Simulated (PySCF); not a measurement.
ClH3OSn, SMILES [OH][SnH2][Cl]. Atoms are numbered in the order given.

```xyz
6

Sn    -0.0551    -0.4822     0.0262
O      1.8665    -0.4618    -0.4781
Cl    -0.7929     1.7708     0.1225
H     -0.8244    -1.2656    -1.2795
H     -0.2737    -1.1243     1.6019
H      2.4024     0.0889     0.1102
```

Geometry: B3LYP-D3(BJ)/def2-SVP. The def2 effective core potentials stand for the cores of Sn; spin–orbit coupling is left out. One conformer was computed; it need not be the lowest.

The numbers are results of IEF-PCM-M06-2X/def2-SVP run with PySCF, not measurements.

The values are the electrostatic part of the solvation free energy, E(continuum) − E(gas) at the gas-phase geometry, in a cavity of scaled van der Waals radii (PySCF's table); cavitation and dispersion terms are not included. A continuum can't describe solvent molecules that bind to the metal. In vacuum the orbital gap is 10.19 eV. The dipole moment in vacuum is 2.12 D.

Computed values in water (ε = 78.36), diethylether (ε = 4.24), acetonitrile (ε = 35.69):
```
solvent           ε  ΔG(elec) (kcal/mol)  dipole (D)  gap (eV)
------------  -----  -------------------  ----------  --------
water         78.36                 -6.7        2.74     10.33
diethylether   4.24                 -4.5        2.53     10.30
acetonitrile  35.69                 -6.5        2.72     10.32
```
